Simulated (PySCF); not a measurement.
# Electron correlation in Zr (zirconium, neutral)

[Kr] 4d2 5s1 5p1, one real determinant (an excited configuration). All numbers are calculated (PySCF 2.14, scalar relativity by spin-free X2C-1e, in ANO-RCC-VTZP). Frozen: [Ar] 3d10; 12 electrons correlated.

| level | correlation energy (mhartree) |
| --- | --- |
| CCSD | -291.68 |
| (T) | -8.32 |
| CCSD(T) | -300.00 |

Diagnostics: T1 = 0.013, D1 = 0.0569, largest double amplitude 0.065.

Q: Is a single reference adequate?

A: Yes, within this model without spin-orbit coupling: T1 lies below 0.03 and no double amplitude reaches 0.07.

The basis was made for the ground configuration and has no added diffuse functions, which can raise the energy of the promoted electron.

The reference is one real determinant that mixes LS terms of this configuration.
